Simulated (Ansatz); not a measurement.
A short molecular-dynamics run on C11H8O2, SMILES `O=C(O)c1cccc2ccccc12`.

```yaml
crystal:
  periodic: [false, false, false]
  atoms:
    - {symbol: O, position_ang: [-0.758425, -1.800014, -3.127376]}
    - {symbol: C, position_ang: [-0.136909, -1.590316, -2.116794]}
    - {symbol: O, position_ang: [1.015327, -2.237873, -1.866396]}
    - {symbol: C, position_ang: [-0.586522, -0.660024, -1.048163]}
    - {symbol: C, position_ang: [-1.934475, -0.383285, -1.081704]}
    - {symbol: C, position_ang: [-2.539338, 0.445796, -0.130585]}
    - {symbol: C, position_ang: [-1.776716, 1.011036, 0.851302]}
    - {symbol: C, position_ang: [-0.387035, 0.780705, 0.913715]}
    - {symbol: C, position_ang: [0.387774, 1.398701, 1.919339]}
    - {symbol: C, position_ang: [1.737812, 1.208089, 1.983142]}
    - {symbol: C, position_ang: [2.365264, 0.388485, 1.030366]}
    - {symbol: C, position_ang: [1.643750, -0.231945, 0.046879]}
    - {symbol: C, position_ang: [0.241582, -0.068581, -0.045546]}
    - {symbol: H, position_ang: [1.160158, -2.811409, -2.632296]}
    - {symbol: H, position_ang: [-2.524476, -0.836246, -1.868488]}
    - {symbol: H, position_ang: [-3.605586, 0.631099, -0.178471]}
    - {symbol: H, position_ang: [-2.227343, 1.654985, 1.599309]}
    - {symbol: H, position_ang: [-0.115802, 2.035564, 2.638776]}
    - {symbol: H, position_ang: [2.324694, 1.688534, 2.757201]}
    - {symbol: H, position_ang: [3.438910, 0.244343, 1.072401]}
    - {symbol: H, position_ang: [2.152857, -0.856843, -0.669510]}
basis:
  gaussian: {orbitals: def2-SVP}
hamiltonian: {xc: {name: PBE}, dispersion: d3bj}
md: {timestep: 1 fs, n_steps: 20, ensemble: nvt_langevin, temperature: 300, initial_velocities: maxwell_boltzmann, friction: 0.01, seed: 743}
```

```sh
$ ansatz run in.yaml --threads 5 --pin off --events-out ev --progress --plain --max-ram 66560MiB --backend cuda --devices 0, --max-vram 37GiB
```

```csv
step,time (fs),potential energy (eV),kinetic (eV),T (K),conserved (eV)
0,0.0,-15602.6787,0.7756,286,–
1,1.0,-15602.6356,0.7316,270,–
2,2.0,-15602.5680,0.6839,252,–
3,3.0,-15602.4989,0.5882,217,–
4,4.0,-15602.4156,0.4833,178,–
5,5.0,-15602.3242,0.4410,162,–
6,6.0,-15602.2679,0.3757,138,–
7,7.0,-15602.2697,0.3581,132,–
8,8.0,-15602.3137,0.3763,139,–
9,9.0,-15602.3780,0.4569,168,–
10,10.0,-15602.4359,0.5215,192,–
11,11.0,-15602.4634,0.5331,196,–
12,12.0,-15602.4746,0.5787,213,–
13,13.0,-15602.4818,0.5444,201,–
14,14.0,-15602.4820,0.5500,203,–
15,15.0,-15602.4475,0.5376,198,–
16,16.0,-15602.3849,0.4646,171,–
17,17.0,-15602.3379,0.4252,157,–
18,18.0,-15602.3330,0.4048,149,–
19,19.0,-15602.3527,0.4315,159,–
20,20.0,-15602.3686,0.4363,161,–
```

Velocities are drawn at the set temperature; a run this short doesn't reach equilibrium.

Frames (Å, forces in eV/Å):

```xyz
21
time=0.0 fs
O    -0.758   -1.800   -3.127   -0.816   -0.257   -1.230
C    -0.137   -1.590   -2.117    0.323    0.245    0.593
O     1.015   -2.238   -1.866    0.578    0.082    0.768
C    -0.587   -0.660   -1.048    0.451   -0.284   -0.115
C    -1.934   -0.383   -1.082   -0.402    0.080   -0.048
C    -2.539    0.446   -0.131   -0.283   -0.111   -0.233
C    -1.777    1.011    0.851    0.078    0.194    0.292
C    -0.387    0.781    0.914   -0.107    0.136    0.173
C     0.388    1.399    1.919   -0.317    0.109    0.076
C     1.738    1.208    1.983    0.383    0.009    0.109
C     2.365    0.388    1.030    0.289    0.120    0.226
C     1.644   -0.232    0.047   -0.106   -0.176   -0.233
C     0.242   -0.069   -0.046    0.089   -0.115   -0.169
H     1.160   -2.811   -2.632    0.079   -0.389   -0.556
H    -2.524   -0.836   -1.868   -0.313   -0.251   -0.445
H    -3.606    0.631   -0.178   -0.591    0.102   -0.028
H    -2.227    1.655    1.599   -0.237    0.345    0.403
H    -0.116    2.036    2.639   -0.273    0.341    0.384
H     2.325    1.689    2.757    0.327    0.263    0.425
H     3.439    0.244    1.072    0.591   -0.075    0.027
H     2.153   -0.857   -0.670    0.256   -0.366   -0.418
21
time=2.0 fs
O    -0.765   -1.817   -3.126   -0.614   -0.123   -0.831
C    -0.140   -1.593   -2.115    0.315   -0.163    0.044
O     1.017   -2.235   -1.857    0.723   -0.074    0.632
C    -0.586   -0.659   -1.052   -0.302   -0.212   -0.361
C    -1.943   -0.363   -1.092    0.140   -0.389   -0.079
C    -2.539    0.441   -0.136    1.052    0.490    0.715
C    -1.763    1.010    0.852   -0.449    0.193    0.096
C    -0.370    0.783    0.914   -1.153    0.247   -0.032
C     0.385    1.405    1.913   -0.096    0.214    0.396
C     1.731    1.199    1.970    0.682    0.765    0.970
C     2.372    0.405    1.034    0.705   -0.974   -0.727
C     1.640   -0.237    0.050    0.315    0.033    0.195
C     0.230   -0.070   -0.048    1.103   -0.323   -0.228
H     1.228   -2.837   -2.598   -0.276    0.033   -0.247
H    -2.591   -0.803   -1.832   -0.146   -0.437   -0.781
H    -3.575    0.645   -0.168   -1.661    0.246   -0.095
H    -2.240    1.665    1.590    0.021    0.128    0.229
H    -0.116    2.039    2.644   -0.204    0.231    0.249
H     2.331    1.663    2.747    0.188    0.295    0.419
H     3.466    0.224    1.092   -0.316    0.144   -0.008
H     2.195   -0.891   -0.608   -0.027   -0.323   -0.555
21
time=4.0 fs
O    -0.772   -1.833   -3.124   -0.450   -0.061   -0.587
C    -0.143   -1.597   -2.116    0.431   -0.447   -0.215
O     1.023   -2.236   -1.848    0.735   -0.258    0.327
C    -0.588   -0.659   -1.057   -0.765   -0.141   -0.492
C    -1.951   -0.344   -1.104   -0.038   -1.235   -0.776
C    -2.535    0.435   -0.139   -0.201    1.486    1.420
C    -1.753    1.011    0.854   -0.858    0.359    0.170
C    -0.356    0.785    0.916   -2.031    0.376   -0.179
C     0.383    1.414    1.910    0.010    0.446    0.842
C     1.725    1.191    1.959    1.236    1.611    2.102
C     2.381    0.419    1.034    0.776   -1.774   -1.347
C     1.640   -0.241    0.052    0.921   -0.236    0.094
C     0.221   -0.071   -0.050    1.855   -0.495   -0.306
H     1.284   -2.858   -2.571   -0.605    0.452    0.094
H    -2.656   -0.792   -1.821    0.559   -0.143   -0.380
H    -3.599    0.679   -0.150   -0.327   -0.126   -0.131
H    -2.253    1.682    1.589    0.361   -0.243   -0.119
H    -0.115    2.053    2.658   -0.013   -0.072   -0.112
H     2.341    1.650    2.761   -0.266    0.025   -0.103
H     3.483    0.206    1.114   -0.753    0.305   -0.068
H     2.230   -0.934   -0.572   -0.576    0.171   -0.234
21
time=6.0 fs
O    -0.781   -1.850   -3.122   -0.222   -0.046   -0.371
C    -0.144   -1.604   -2.118    0.401   -0.541   -0.260
O     1.031   -2.237   -1.839    0.399    0.121    0.552
C    -0.593   -0.659   -1.061   -0.769   -0.157   -0.592
C    -1.959   -0.330   -1.116   -0.138   -1.598   -0.907
C    -2.530    0.432   -0.136   -1.522    2.195    1.686
C    -1.744    1.013    0.858   -0.996    0.313   -0.015
C    -0.346    0.791    0.916   -2.338    0.300   -0.376
C     0.384    1.424    1.910    0.007    0.614    1.139
C     1.723    1.188    1.955    1.588    1.927    2.522
C     2.394    0.428    1.029   -0.096   -1.926   -1.407
C     1.641   -0.247    0.052    1.198   -0.292    0.121
C     0.219   -0.074   -0.054    2.026   -0.407   -0.180
H     1.317   -2.862   -2.539   -0.583    0.226   -0.229
H    -2.693   -0.783   -1.818    0.873   -0.001   -0.245
H    -3.633    0.718   -0.134    1.047   -0.557   -0.176
H    -2.250    1.697    1.579    0.406   -0.295   -0.097
H    -0.119    2.069    2.674    0.210   -0.380   -0.479
H     2.337    1.644    2.781   -0.442   -0.149   -0.444
H     3.474    0.193    1.133   -0.301    0.271   -0.101
H     2.238   -0.967   -0.550   -0.747    0.382   -0.140
21
time=8.0 fs
O    -0.789   -1.865   -3.121    0.039   -0.086   -0.211
C    -0.144   -1.612   -2.122    0.254   -0.426   -0.089
O     1.041   -2.236   -1.831   -0.153    0.709    0.884
C    -0.603   -0.660   -1.066   -0.434   -0.206   -0.595
C    -1.968   -0.325   -1.128    0.171   -1.258   -0.256
C    -2.527    0.435   -0.131   -1.543    2.161    1.439
C    -1.736    1.017    0.860   -0.863   -0.125   -0.566
C    -0.344    0.798    0.913   -1.921    0.171   -0.380
C     0.383    1.435    1.915    0.279    0.344    0.786
C     1.728    1.196    1.959    1.142    1.458    1.732
C     2.405    0.430    1.021   -1.291   -1.483   -0.915
C     1.646   -0.254    0.053    1.023   -0.030    0.344
C     0.225   -0.079   -0.058    1.568   -0.170   -0.052
H     1.321   -2.849   -2.521   -0.288   -0.336   -0.800
H    -2.699   -0.766   -1.820    0.605   -0.169   -0.514
H    -3.630    0.740   -0.126    1.122   -0.639   -0.183
H    -2.229    1.692    1.564    0.075    0.130    0.370
H    -0.120    2.080    2.674    0.185   -0.357   -0.423
H     2.313    1.638    2.788   -0.033    0.050   -0.112
H     3.453    0.186    1.158    0.531    0.087   -0.122
H     2.221   -0.986   -0.534   -0.468    0.172   -0.337
21
time=10.0 fs
O    -0.798   -1.881   -3.119    0.248   -0.164   -0.156
C    -0.145   -1.620   -2.126    0.145   -0.255    0.178
O     1.051   -2.233   -1.823   -0.350    0.390    0.166
C    -0.614   -0.662   -1.071    0.103   -0.147   -0.352
C    -1.979   -0.325   -1.138    0.664   -0.662    0.619
C    -2.529    0.445   -0.124   -0.466    1.440    0.775
C    -1.733    1.022    0.860   -0.603   -0.516   -0.943
C    -0.347    0.802    0.910   -1.071    0.071   -0.293
C     0.385    1.447    1.920    0.659   -0.429   -0.213
C     1.735    1.211    1.967    0.528    0.592    0.408
C     2.411    0.428    1.011   -1.684   -0.778    0.022
C     1.655   -0.260    0.056    0.681   -0.064    0.180
C     0.239   -0.084   -0.060    0.566    0.080   -0.054
H     1.311   -2.849   -2.532   -0.319   -0.056   -0.370
H    -2.685   -0.752   -1.841    0.163   -0.353   -0.769
H    -3.593    0.739   -0.127    0.000   -0.309   -0.126
H    -2.203    1.687    1.562   -0.282    0.540    0.769
H    -0.114    2.075    2.657   -0.206    0.162    0.214
H     2.290    1.630    2.795    0.548    0.396    0.481
H     3.446    0.184    1.177    0.866   -0.028   -0.170
H     2.194   -1.006   -0.534   -0.191    0.089   -0.367
21
time=12.0 fs
O    -0.806   -1.896   -3.117    0.371   -0.308   -0.249
C    -0.148   -1.630   -2.130    0.134    0.027    0.564
O     1.060   -2.227   -1.812   -0.453   -0.345   -1.055
C    -0.623   -0.666   -1.081    0.613   -0.017    0.067
C    -1.988   -0.328   -1.146    0.705   -0.223    1.007
C    -2.533    0.458   -0.117    0.846    0.392   -0.154
C    -1.735    1.027    0.858   -0.534   -0.210   -0.460
C    -0.353    0.806    0.905   -0.135   -0.032   -0.197
C     0.391    1.456    1.922    0.640   -0.912   -0.889
C     1.743    1.229    1.974    0.409   -0.029   -0.364
C     2.411    0.425    0.998   -0.619   -0.168    1.269
C     1.667   -0.266    0.062    0.212   -0.329   -0.323
C     0.256   -0.088   -0.060   -0.562    0.260   -0.130
H     1.293   -2.852   -2.558   -0.398    0.548    0.514
H    -2.662   -0.745   -1.893    0.117   -0.223   -0.460
H    -3.559    0.736   -0.131   -1.455    0.125   -0.080
H    -2.180    1.695    1.586   -0.254    0.324    0.465
H    -0.110    2.070    2.647   -0.460    0.497    0.619
H     2.287    1.630    2.813    0.682    0.448    0.515
H     3.469    0.191    1.189    0.098    0.077   -0.373
H     2.166   -1.023   -0.544    0.043    0.098   -0.286
21
time=14.0 fs
O    -0.812   -1.913   -3.114    0.470   -0.448   -0.341
C    -0.151   -1.639   -2.133    0.061    0.384    0.929
O     1.067   -2.220   -1.803   -0.814   -0.313   -1.277
C    -0.631   -0.666   -1.091    1.064    0.037    0.454
C    -1.995   -0.333   -1.152    0.345   -0.008    0.745
C    -2.538    0.473   -0.112    0.296   -0.157   -0.954
C    -1.739    1.033    0.854   -0.633    0.472    0.451
C    -0.357    0.812    0.896    0.580   -0.104    0.020
C     0.397    1.460    1.924    0.108   -0.555   -0.608
C     1.752    1.246    1.979    0.754   -0.224   -0.211
C     2.412    0.422    0.990    0.412    0.252    2.040
C     1.677   -0.271    0.065   -0.179   -0.647   -0.792
C     0.270   -0.090   -0.060   -1.450    0.400   -0.263
H     1.267   -2.835   -2.559   -0.122    0.302    0.410
H    -2.640   -0.743   -1.960    0.394    0.108    0.310
H    -3.578    0.738   -0.135   -1.025    0.078   -0.023
H    -2.167    1.709    1.627    0.008   -0.248   -0.270
H    -0.117    2.081    2.664   -0.123    0.082    0.120
H     2.311    1.641    2.841    0.231    0.149   -0.199
H     3.496    0.201    1.185   -0.610    0.165   -0.498
H     2.130   -1.042   -0.568    0.234    0.278   -0.043
21
time=16.0 fs
O    -0.817   -1.930   -3.110    0.544   -0.553   -0.406
C    -0.153   -1.647   -2.134   -0.043    0.704    1.207
O     1.072   -2.212   -1.796   -1.282    0.395   -0.550
C    -0.634   -0.668   -1.100    1.283    0.160    0.822
C    -1.998   -0.340   -1.155    0.454    0.421    0.815
C    -2.542    0.488   -0.110   -1.156   -0.322   -1.457
C    -1.744    1.043    0.855   -0.401    0.516    0.622
C    -0.358    0.816    0.887    0.858   -0.081    0.271
C     0.402    1.461    1.925   -0.293    0.033    0.013
C     1.762    1.261    1.982    1.012   -0.371   -0.026
C     2.416    0.421    0.986    0.509    0.495    2.205
C     1.686   -0.277    0.063   -0.547   -0.538   -0.839
C     0.281   -0.089   -0.061   -1.941    0.416   -0.398
H     1.234   -2.810   -2.535    0.369   -0.680   -0.614
H    -2.599   -0.730   -2.011    0.199    0.125    0.552
H    -3.629    0.739   -0.141    0.452   -0.186    0.056
H    -2.151    1.712    1.654   -0.020   -0.347   -0.482
H    -0.130    2.098    2.691    0.356   -0.513   -0.608
H     2.353    1.651    2.859   -0.288   -0.087   -0.808
H     3.503    0.217    1.170   -0.572    0.117   -0.463
H     2.095   -1.048   -0.599    0.507    0.294    0.089
21
time=18.0 fs
O    -0.822   -1.949   -3.103    0.506   -0.604   -0.500
C    -0.157   -1.652   -2.134    0.035    0.828    1.339
O     1.073   -2.202   -1.791   -1.298    0.115   -0.914
C    -0.632   -0.669   -1.110    1.087    0.372    1.183
C    -1.999   -0.347   -1.158    0.817    1.007    1.271
C    -2.548    0.501   -0.111   -1.499   -0.555   -1.601
C    -1.751    1.052    0.860    0.090   -0.047   -0.010
C    -0.358    0.819    0.881    0.773   -0.026    0.454
C     0.404    1.463    1.925    0.012    0.015    0.014
C     1.775    1.274    1.986    0.608   -0.744   -0.461
C     2.421    0.420    0.987   -0.360    0.657    1.831
C     1.694   -0.281    0.056   -0.914   -0.047   -0.423
C     0.282   -0.088   -0.063   -1.734    0.332   -0.480
H     1.211   -2.807   -2.536    0.458   -0.609   -0.418
H    -2.550   -0.710   -2.039   -0.279   -0.076    0.285
H    -3.661    0.737   -0.140    1.062   -0.252    0.057
H    -2.133    1.699    1.661   -0.324    0.050   -0.074
H    -0.127    2.097    2.695    0.347   -0.508   -0.640
H     2.382    1.655    2.850   -0.322    0.009   -0.667
H     3.490    0.239    1.142    0.233   -0.057   -0.269
H     2.083   -1.041   -0.621    0.701    0.144    0.024
21
time=20.0 fs
O    -0.827   -1.971   -3.096    0.504   -0.494   -0.355
C    -0.161   -1.653   -2.130    0.133    0.604    1.047
O     1.070   -2.193   -1.790   -0.997   -0.824   -1.924
C    -0.625   -0.668   -1.117    0.561    0.654    1.473
C    -1.998   -0.349   -1.156    1.159    1.336    1.532
C    -2.562    0.511   -0.119   -0.246   -0.737   -1.200
C    -1.757    1.060    0.864    0.458   -0.762   -0.919
C    -0.353    0.821    0.877    0.395    0.128    0.629
C     0.409    1.467    1.926    0.855   -0.719   -0.779
C     1.791    1.283    1.989   -0.168   -1.099   -1.092
C     2.426    0.418    0.994   -1.325    0.628    1.190
C     1.696   -0.286    0.049   -0.930    0.452    0.085
C     0.277   -0.085   -0.065   -1.191    0.092   -0.609
H     1.204   -2.827   -2.552    0.236    0.284    0.631
H    -2.516   -0.694   -2.048   -0.639   -0.267   -0.059
H    -3.651    0.731   -0.137    0.330   -0.079   -0.017
H    -2.127    1.686    1.660   -0.583    0.476    0.420
H    -0.116    2.070    2.673   -0.155    0.166    0.133
H     2.400    1.660    2.824   -0.022    0.261   -0.116
H     3.483    0.257    1.097    1.005   -0.175   -0.054
H     2.105   -1.025   -0.634    0.620    0.076   -0.015
```

Hardware: 5 threads of an AMD EPYC 7R13 on a shared host and a share of an NVIDIA H100 80 GB. Wall time 61 s, peak host memory 1.2 GiB.
